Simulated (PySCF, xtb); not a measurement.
CH5F3Si2, SMILES F[SiH](F)[Si@@H](F)C.

GFN2-xTB in xtb 6.7.1 at its own geometry gives an orbital gap of 4.45 eV and a dipole moment of 2.07 D.

Coordinates come from a PBE0-D3(BJ)/def2-SVP optimisation. The structure was generated by enumeration; whether it is a known compound was not checked. The values are those of a single conformer.

**Question.** What does PBE/def2-TZVP (PySCF) give? (The exact figures need the calculation; the answer reports its results.)

**Answer.** gap 5.32 eV (levels -7.09 and -1.77 eV), dipole 2.18 D.
